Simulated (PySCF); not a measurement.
# Electronic structure of Cu²⁺ (copper, charge +2) at the UHF level

Configuration: [Ar] 3d8 4p1, one real determinant (an excited configuration). Computed with PySCF 2.14 in aug-cc-pVDZ-PP with ECP10MDF (5s5p4d2f, 54 functions), with scalar relativity through the core potential.

| Item | Value |
| --- | --- |
| Total energy | -194.814151 hartree |
| One-electron energy | -332.5908 hartree |
| Hartree (Coulomb) energy | 154.9359 hartree |
| Exchange energy | -17.1592 hartree |
| ⟨S²⟩ | 3.7518 |
| ⟨L²⟩ | 14.021 |
| Sum of ⟨r⟩ | 15.40 bohr |
| Sum of ⟨r²⟩ | 20.55 bohr² |
| Traceless quadrupole moment −½Σ⟨3z² − r²⟩ along its main axis | -3.31 e·bohr² |

| shell | electrons | mean orbital energy (hartree) | spread (hartree) | rms radius, mean of both spins (bohr) |
| --- | --- | --- | --- | --- |
| 3s α | 1 | -6.67902 | 0 | 0.760 |
| 3s β | 1 | -6.43336 | 0 | 0.760 |
| 3p α | 3 | -4.88142 | 0.00017 | 0.799 |
| 3p β | 3 | -4.58811 | 0.01704 | 0.799 |
| 3d α | 5 | -1.88343 | 0.06642 | 0.955 |
| 3d β | 3 | -1.77443 | 0.01263 | 0.955 |
| 4p α | 1 | -0.77605 | 0 | 2.88 |

⟨L²⟩ = 14.02 against 20 for a pure G term, so this real determinant mixes terms. Energies and moments cover only the electrons outside the core potential.
